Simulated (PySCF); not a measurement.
C₂H₅OS, SMILES [CH2]S(C)=O, multiplicity 2.

Geometry optimised at B3LYP-D3(BJ)/def2-SVP. The isomer is the one that the SMILES or the coordinates give; other isomers of the formula were not compared.

All values below come from B3LYP-D3(BJ)/def2-SVP (PySCF).

Frequencies are harmonic and unscaled.

```csv
mode,ν (cm⁻¹),IR (km/mol),moving atoms (share of kinetic energy)
1,193,2.9,H 89 %
2,208,0.6,H 96 %
3,269,3.3,"C 40 %, H 34 %, S 18 %, O 9 %"
4,314,12.0,"O 39 %, C 23 %, H 22 %, S 17 %"
5,347,3.0,"H 36 %, O 30 %, S 20 %, C 14 %"
6,536,58.0,"H 61 %, C 33 %"
7,617,25.8,"C 52 %, S 27 %, H 20 %"
8,695,0.9,"C 59 %, S 21 %, H 17 %"
9,857,0.4,"H 71 %, C 18 %"
10,928,8.7,"H 70 %, C 19 %"
11,949,2.2,"H 76 %, C 20 %"
12,1120,115.8,"O 58 %, S 37 %"
13,1285,3.7,"H 84 %, C 16 %"
14,1346,2.8,"H 87 %, C 13 %"
15,1420,7.5,H 95 %
16,1438,7.4,H 95 %
17,3046,4.8,H 98 %
18,3129,1.7,H 96 %
19,3171,1.2,"H 90 %, C 10 %"
20,3180,0.7,"H 90 %, C 10 %"
21,3272,0.9,"H 89 %, C 11 %"
```
